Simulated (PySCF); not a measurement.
**Computed properties of Ga(Cl)2(SH) (Cl₂GaHS), SMILES [SH][Ga]([Cl])[Cl]**

Ga(Cl)2(SH) (Cl2GaHS), SMILES [SH][Ga]([Cl])[Cl]. Geometry: PBE0-D3(BJ)/def2-SVP. One conformer was computed; it need not be the lowest. All values are computed for the isolated molecule unless a solvent is named; none is compared with measurement here.

**Structure.** The optimised structure has Cs symmetry. All 9 harmonic modes at PBE0-D3(BJ)/def2-SVP (PySCF) are real, so it is a minimum. With heavy atoms numbered as in [Ga:1]([Cl:2])([Cl:3])[SH:4], the shortest bond between them is Ga1–Cl2 at 2.129 Å and the longest Ga1–S4 at 2.179 Å.

**Vibrations.** The strongest infrared lines (harmonic, unscaled, degenerate partners summed) lie at 466 cm⁻¹ (77 km/mol, Ga 43 %, Cl 38 %, S 19 %), 459 cm⁻¹ (69 km/mol, Cl 44 %, Ga 41 %, S 13 %), 271 cm⁻¹ (21 km/mol, H 96 %). The softest mode is at 108 cm⁻¹ and the zero-point energy is 7.7 kcal/mol.

**Electronic structure.** M06-2X/def2-TZVP (PySCF) places the frontier levels at -9.53 and -0.74 eV, a gap of 8.79 eV, and gives a dipole moment of 1.42 D and a mean polarisability of 67.7 bohr³. PBE/def2-TZVP (PySCF) at the same geometry gives -7.11 and -2.56 eV, so its gap is 4.24 eV narrower. An orbital gap is neither the optical nor the fundamental gap.

**Excitations.** TDDFT-ωB97X/def2-SVPD (PySCF) has S1 at 5.65 eV (220 nm, f = 0.011, weak); the most intense of the 10 singlets computed lies at 7.10 eV (f = 0.30). T1 (TDA) is at 5.31 eV. TDDFT-PBE/def2-SVPD (PySCF) puts S1 at 4.57 eV. No vertical singlet excitation falls in the visible range (under 3.1 eV).

**NMR.** GIAO shifts at B3LYP/pcSseg-1 (PySCF) (non-relativistic, atoms alike by connectivity averaged): ¹H at 1.7 ppm against TMS. Without spin–orbit terms, shifts of atoms bonded to Cl or Br come out too high.
